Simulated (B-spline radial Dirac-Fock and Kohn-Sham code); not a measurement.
Dipole and non-dipole photoemission parameters of Kr 4s

System: atomic krypton, [Ar] 3d10 4s2 4p6; threshold 26.86 eV (orbital energy of the model). Method: Dirac-Hartree-Slater photoionisation with a Latter tail; cross sections with all multipoles, angular parameters from the dipole term and its interference with E2. Computed with a radial B-spline solver.

For linearly polarised light dσ/dΩ = σ/(4π) [1 + β P₂(cos θ) + (δ + γ cos²θ) sin θ cos φ], with θ from the polarisation vector and φ the angle between the beam and the projection of the electron momentum on the plane normal to the polarisation.

```tsv
hν (eV)	σ (kb)	β	γ
80	182	1.988	0.079
100	156	1.991	0.154
111	?	?	?
137	113	1.994	0.214
188	77.2	1.995	0.242
219	62.6	1.995	0.245
265	47.8	1.996	0.239
300	40.0	1.996	0.229
434	22.9	1.997	0.177
517	17.4	1.997	0.141
560	15.3	1.997	0.123
600	13.7	1.997	0.107
714	10.3	1.997	0.066
804	8.46	1.998	0.037
1000	5.83	1.998	-0.013
1310	3.63	1.998	-0.059
1510	2.80	1.998	-0.072
2370	1.20	1.998	-0.038
3600	0.523	1.998	0.125
3780	0.473	1.998	0.153
3820	0.463	1.998	0.160
4000	0.421	1.998	0.188
5160	0.246	1.998	0.381
6040	0.175	1.998	0.527
6060	0.174	1.998	0.531
9010	0.0715	1.998	0.988
9251.7	0.0673	1.998	1.023
10400	0.0513	1.998	1.186
12000	0.0366	1.997	1.399
15000	0.0213	1.997	1.764
```

Question: Give the values at 111 eV.

Answer: σ = 141 kb, β = 1.992, γ = 0.179. For an s subshell δ is negligible.
